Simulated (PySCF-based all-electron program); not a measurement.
The numbers below are computed, except where a source is named.
CrH2O2, singlet: all-electron forces

Method: all-electron DFT (in-house code on PySCF), basis-limit composite values; spin-free X2C, no spin–orbit coupling, spin-restricted. Forces are good to about 0.020 eV/Å. In part, the step from PBE was taken on X2C orbitals. Atoms are numbered as listed.

Shape A:

```
atom    x (Å)    y (Å)    z (Å)
  Cr  -0.0058   0.0142  -0.0610
   O  -0.8954  -1.0529   0.6370
   O   1.0710   0.6000   0.9303
   H   0.8287  -0.7851  -1.1438
   H  -0.9985   1.2238  -0.3625
```

PBE forces:

```
atom      Fx      Fy  Fz (eV/Å)
 Cr1   0.575   0.575      0.381
  O2  -0.220  -0.286      0.145
  O3  -0.427  -0.219     -0.417
  H4   0.045  -0.059     -0.090
  H5   0.027  -0.011     -0.019
```

(1) What forces does r2SCAN give in shape A?

Shape B:

```xyz
5

Cr   -0.0058    0.0142   -0.0610
O    -0.8954   -1.0529    0.6370
O     1.0710    0.6000    0.9303
H     0.7452   -0.7052   -1.0355
H    -0.9985    1.2238   -0.3625
```

Against shape A, Cr1–H4 goes from 1.583 to 1.425 Å.

PBE forces:

```json
{"atom": "Cr1", "Fx": "-1.065", "Fy": "2.173", "Fz (eV/Å)": "2.421"}
{"atom": "O2", "Fx": "-0.245", "Fy": "-0.386", "Fz (eV/Å)": "0.134"}
{"atom": "O3", "Fx": "-0.329", "Fy": "-0.212", "Fz (eV/Å)": "-0.411"}
{"atom": "H4", "Fx": "1.616", "Fy": "-1.574", "Fz (eV/Å)": "-2.090"}
{"atom": "H5", "Fx": "0.023", "Fy": "-0.001", "Fz (eV/Å)": "-0.053"}
```

(2) What forces does r2SCAN give in shape B?

Answers

(1) The forces move by 0.599 eV/Å (r.m.s. over the atoms) from PBE.

```tsv
atom	Fx	Fy	Fz (eV/Å)
Cr1	0.643	0.364	1.097
O2	0.213	0.236	-0.207
O3	-0.943	-0.495	-0.902
H4	-0.059	0.046	0.018
H5	0.147	-0.151	-0.006
```

(2) The forces move by 0.599 eV/Å (r.m.s. over the atoms) from PBE.

```
atom      Fx      Fy  Fz (eV/Å)
 Cr1  -1.017   1.983      3.159
  O2   0.188   0.131     -0.219
  O3  -0.840  -0.488     -0.897
  H4   1.526  -1.484     -2.001
  H5   0.143  -0.142     -0.042
```
